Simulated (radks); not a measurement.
The terbium ion Tb49+, configuration [Ne] 3s2 3p4.

Method: scalar-relativistic Kohn-Sham, PBE, spin-polarised, spherical densities, finite nucleus; open shells are filled with parallel spins first (spin-orbit coupling, left out, can overturn this in heavy ions); Fermi nuclear charge, rms radius 5.06 fm; computed with a radial shooting solver on a logarithmic mesh with Libxc functionals.

Energy parts (eV):
total: -254968.74
kinetic: 278542.94
electron-nucleus: -559462.03
Hartree: 29787.65
exchange-correlation: -3837.29

Orbitals (lengths in bohr, moments of r in powers of bohr):
\begin{tabular}{lrrr}
orbital & occ. & eigenvalue (eV) & <r> \\ \hline
1s up & 1 & -55220.26 & 0.02150 \\
1s down & 1 & -55214.10 & 0.02150 \\
2s up & 1 & -11838.41 & 0.09049 \\
2s down & 1 & -11834.17 & 0.09046 \\
2p up & 3 & -10908.88 & 0.07981 \\
2p down & 3 & -10902.66 & 0.07981 \\
3s up & 1 & -4656.573 & 0.2198 \\
3s down & 1 & -4638.395 & 0.2200 \\
3p up & 3 & -4374.092 & 0.2145 \\
3p down & 1 & -4355.854 & 0.2147 \\
3d up & 0 & -4084.534 & 0.1893 \\
3d down & 0 & -4069.397 & 0.1892 \\
4s up & 0 & -2450.167 & 0.4120 \\
4s down & 0 & -2443.660 & 0.4126 \\
\end{tabular}

The highest occupied level is 3p down at -4355.9 eV. The electron density at the nucleus is 7.214e+05 e/bohr^3 (large components only).
